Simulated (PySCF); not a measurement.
Ga(H)2(iPr) (C₃H₉Ga), SMILES C[CH]([GaH2])C. Atoms are numbered in the order given.

```xyz
13

Ga    -1.0579     0.0164     0.0000
H     -1.8468     0.1496     1.3643
H     -1.8468     0.1496    -1.3643
C      0.9048    -0.3700     0.0000
C      1.6097     0.1163     1.2730
C      1.6097     0.1163    -1.2730
H      0.9308    -1.4795     0.0000
H      2.6687    -0.2000     1.2919
H      1.6054     1.2178     1.3432
H      1.1316    -0.2702     2.1874
H      1.1316    -0.2702    -2.1874
H      2.6687    -0.2000    -1.2919
H      1.6054     1.2178    -1.3432
```
Charge 0, spin multiplicity 1.

Geometry: B3LYP-D3(BJ)/def2-SVP. The structure was generated by enumeration; whether it is a known compound was not checked.

These are PBE/pcSseg-1 (PySCF) values and carry that method's errors.

GIAO shieldings, no solvent; atoms alike by connectivity are averaged. δ = σ(ref) − σ: ¹H against TMS (σ = 31.49 ppm); ¹³C against TMS (σ = 182.0 ppm), references at their B3LYP-D3(BJ)/def2-TZVP geometries, non-relativistic.

| atoms | nucleus | count | δ (ppm) |
|---|---|---|---|
| H2, H3 | ¹H | 2 | 7.01 |
| H8, H9, H10, H11, H12, H13 | ¹H | 6 | [?] |
| H7 | ¹H | 1 | 1.18 |
| C4 | ¹³C | 1 | 36.1 |
| C5, C6 | ¹³C | 2 | [?] |

### Question
What belongs in the gaps? (The exact figures need the calculation; the answer reports its results.)

### Answer

- H8, H9, H10, H11, H12, H13, δ (ppm): 1.76
- C5, C6, δ (ppm): 24.7
